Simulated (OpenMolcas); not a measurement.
**Mn3+, Tc3+, Re3+: d⁴ down the group**

```json
{"Program": "OpenMolcas 26.06", "Method": "RASSCF", "Basis": "ANO-RCC-VTZP", "Scalar Hamiltonian": "DKH2, point nucleus", "Spin-orbit coupling": "RASSI with atomic mean-field integrals over the reference wave functions, term energies averaged over their components"}
```

Active space for each ion: 4 electrons in 9 orbitals (RAS2 d s; RAS3 p, at most 2 electrons).

Computed levels in cm-1 above ⁵D₀:

| Level | Mn3+ | Tc3+ | Re3+ |
| --- | --- | --- | --- |
| ⁵D₁ | 108 | 342 | 2873 |
| ⁵D₂ | 318 | 949 | 5807 |
| ⁵D₃ | 623 | 1742 | 8355 |
| ⁵D₄ | 1013 | 2667 | 10439 |
| ³H₄ | 24654 | 18419 | 19796 |
| ³H₅ | 24883 | 19213 | 24046 |
| ³H₆ | 25138 | 19926 | 26164 |
| ³P₀(1) | 26124 | 17659 | 16522 |
| ³P₁(1) | 26771 | 19487 | 21940 |
| weight of ⁵D in the lowest level (%) | 100 | 98 | 73 |

Mixed levels, with the weight of the term that names them: Re3+ ⁵D₀ (73 %), Re3+ ³H₄ (59 %), Re3+ ³P₀(1) (64 %).

Measured, with the error of the calculation in %. Measured levels: Mn3+ from Corliss and Sugar, J. Phys. Chem. Ref. Data 6, 1253 (1977); Re3+ from the list in Brasseur, Gamrath and Quinet, At. Data Nucl. Data Tables 157, 101636 (2024).

```json
{"Level": "⁵D₁", "Mn3+": "99.0 (+8.7)", "Re3+": "3084 (-6.9)"}
{"Level": "⁵D₂", "Mn3+": "287 (+10.9)", "Re3+": "5979 (-2.9)"}
{"Level": "⁵D₃", "Mn3+": "552 (+12.8)", "Re3+": "8350 (+0.1)"}
{"Level": "⁵D₄", "Mn3+": "886 (+14.4)", "Re3+": "10121 (+3.1)"}
{"Level": "³H₄", "Mn3+": "21281 (+15.9)", "Re3+": "16946 (+16.8)"}
{"Level": "³H₅", "Mn3+": "21475 (+15.9)", "Re3+": "20930 (+14.9)"}
{"Level": "³H₆", "Mn3+": "21679 (+16.0)", "Re3+": "22896 (+14.3)"}
{"Level": "³P₀(1)", "Mn3+": "20654 (+26.5)", "Re3+": ""}
{"Level": "³P₁(1)", "Mn3+": "21279 (+25.8)", "Re3+": "19340 (+13.4)"}
```

The fine-structure level ⁵D₄ changes by a factor of 10.3 from Mn3+ to Re3+.

Without spin-orbit coupling ³H lies 24322, 17744, 16589 cm-1 above ⁵D in that order; the difference to the level ³H₄, of either sign, comes from spin-orbit coupling, which also lowers the zero.

Some high roots are left out of the spin-orbit mixing, which shifts the levels that they would mix with. Without dynamic correlation excited terms often stand tens of per cent too high (terms of higher spin than the ground term too low), and those without a measured partner can miss by more than the paired ones. Terms from blocks run as CI alone lack orbitals of their own. Measured partners are found by configuration, term and J. A level has none where our copy of the source lacks it or the pairing is in doubt (some pairs that miss far off the trend of their configuration count as doubtful), and it then counts in no deviation. Levels of configurations outside the active space are missing.

A number in round brackets counts repeated terms of one configuration in the order of the reference energies.
